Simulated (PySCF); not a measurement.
From one molecule to another.

First species: C₉H₁₀P (charge +1).
SMILES: `CC1=Cc2ccccc2[PH2+]1`

Second species: C5H13BF2OSi.
SMILES with atom numbers: `[CH3:1][Si:2]([CH3:3])([CH3:4])[O:5][CH2:6][CH2:7][B:8]([F:9])[F:10]` (hydrogens: H11, H12, H13 on C1; H14, H15, H16 on C3; H17, H18, H19 on C4; H20, H21 on C6; H22, H23 on C7)

Levels: wB97X-D/def2-SVPD for HOMO energy, LUMO energy, HOMO–LUMO gap, static isotropic polarisability and electronic spatial extent ⟨r²⟩ about the centre of nuclear charge; TDDFT wB97X-D/def2-SVPD for lowest singlet excitation; TDA wB97X-D/def2-SVPD for lowest triplet excitation (Tamm–Dancoff); ΔSCF wB97X-D/def2-SVPD for vertical ionisation energy; PBE0-D3(BJ)/def2-SVP for rotational constant A and rotational constant C. Geometries: PBE0-D3(BJ)/def2-SVP. Each structure is a single optimised conformer of the isolated species, non-relativistic unless stated; the electronic structure was computed with PySCF and density fitting.

Dipoles, sizes and rotational constants follow the conformer. The torsions of the flexible species, by atom-mapped SMILES:
- `[CH3:1][Si:2]([CH3:3])([CH3:4])[O:5][CH2:6][CH2:7][B:8]([F:9])[F:10]`: C1–Si2–O5–C6 -58°, Si2–O5–C6–C7 -178°, O5–C6–C7–B8 -177°, C6–C7–B8–F9 -177°

```tsv
property	column X	column Y
HOMO energy	-9.63 eV	-12.72 eV
LUMO energy	1.81 eV	-4.61 eV
HOMO–LUMO gap	11.44 eV	8.11 eV
lowest singlet excitation	7.59 eV	3.97 eV
lowest triplet excitation (Tamm–Dancoff)	7.52 eV	2.87 eV
static isotropic polarisability	102.0 au	120.9 au
vertical ionisation energy	9.72 eV	12.73 eV
electronic spatial extent ⟨r²⟩ about the centre of nuclear charge	2864 bohr²	1703 bohr²
rotational constant A	2.305 GHz	2.770 GHz
rotational constant C	0.379 GHz	0.654 GHz
```

**Question.** Which column belongs to which species?

**Answer.** Column X is the second species and column Y the first. The first has 20 atoms and 78 electrons, the second 23 and 88; their charges are +1 and 0, their HOMO energies -12.72 eV and -9.63 eV.

**Question.** How does each property change from the first species to the second?

**Answer.** HOMO energy +3.09 eV; LUMO energy +6.42 eV; HOMO–LUMO gap +3.33 eV; lowest singlet excitation +3.62 eV; lowest triplet excitation (Tamm–Dancoff) +4.65 eV; static isotropic polarisability -18.9 au; vertical ionisation energy -3.01 eV; electronic spatial extent ⟨r²⟩ about the centre of nuclear charge +1161 bohr²; rotational constant A -0.465 GHz; rotational constant C -0.275 GHz.

On the first: No computed singlet falls in the visible range (750 to 380 nm, 1.65 to 3.26 eV); S1 lies 0.71 eV above its blue end. In wavenumbers S1 is 32000 cm⁻¹ (1 eV = 8065.54 cm⁻¹).

On the second: S1 lies 3.85 eV below the HOMO–LUMO gap; its leading configuration is HOMO→LUMO, weight 0.70. The ΔSCF ionisation energy exceeds −ε(HOMO) by 0.09 eV with wB97X-D.
